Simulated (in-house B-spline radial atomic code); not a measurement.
# Pb8+: [Xe] 4f14 (5d5/2)6 (an excited or competing configuration)

Level of theory: Dirac-Hartree-Fock, average of the jj configuration, Fermi nucleus of rms radius 5.5012 fm; calculated with a radial B-spline atomic code at the basis-set limit.

Screening seen three ways: the hydrogenic charge with the same mean radius, Z_r = [3n² - l(l+1)]/(2<r>), the one with the same energy, Z_e = n√(-2ε), and Slater's rules. Values are occupation-weighted means over j. An effective charge above Z reflects the relativistic contraction of the inner shells.

```csv
shell,electrons,ε (eV),<r> (bohr),Z_r,Z_e,Slater
1s,2,-88723,0.01605,93.43,80.75,81.70
2s,2,-16122,0.06688,89.71,68.85,77.85
2p,6,-13997,0.06087,82.15,64.15,77.85
3s,2,-4035.8,0.1737,77.73,51.67,70.75
3p,6,-3407.6,0.1751,71.38,47.48,70.75
3d,10,-2695.9,0.16,65.62,42.23,60.85
4s,2,-1047.9,0.3839,62.52,35.10,54.25
4p,6,-835.97,0.4072,56.48,31.35,54.25
4d,10,-569.2,0.4297,48.88,25.87,42.85
5s,2,-284.72,0.8487,44.19,22.87,24.35
4f,14,-281.21,0.4498,40.02,18.19,31.45
5p,6,-220.12,0.9445,38.64,20.11,24.35
5d,6,-140.21,1.151,29.99,16.05,12.25
```

The least bound orbital is 5d5/2 at -140.2 eV, and it is also the most diffuse (<r> = 1.151 bohr).

For the 1s electron the small component carries 9.78 % of the norm, the zero-frequency Breit interaction raises the level by 343.5 eV, self-energy by 222.9 eV, and vacuum polarisation lowers it by 47.57 eV.
